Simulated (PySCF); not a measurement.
Ionising BTe

ROHF-CCSD; B def2-SVPD, Te def2-SVPD with ECP28; scalar-relativistic core potentials (PySCF 2.14). Neutral (ROHF): doublet (σ ↑), Re = 1.966 Å, ωe = 829 cm⁻¹, De = 3.34 eV.

BTe⁻ (RHF): singlet (closed shell), Re = 2.082 Å, ωe = 668 cm⁻¹. The energies at the minima are -291.77506 hartree for BTe and -291.85345 for BTe⁻.

(1) Work out the adiabatic electron affinity, without and with harmonic zero-point energies (1 hartree = 27.2114 eV, 1 eV = 8065.5 cm⁻¹), and the change of the bond length.

Correlated steps freeze 5 core orbitals. Correlated levels converge slowly with the basis: in double zeta they bind strong bonds too weakly, by up to about 1 eV, and carry superposition errors of some tenths. Spin–orbit coupling is left out, which matters for elements this heavy, above all for dissociation energies. The CCSD T1 diagnostic is raised in BTe⁻, a sign that a single reference may not be enough there. States were picked by a PBE0 search and need not be the measured ground states.

Answers

(1) At CCSD: 0.07839 hartree = 2.133 eV between the minima; the zero-point term (829.0 − 668.0)/2 cm⁻¹ = +0.010 eV makes it 2.143 eV. Re changes by +11.6 pm against the neutral. The electron enters a σ orbital, and the longer bond of the ion fits an antibonding orbital, or a change in how ionic the bond is.
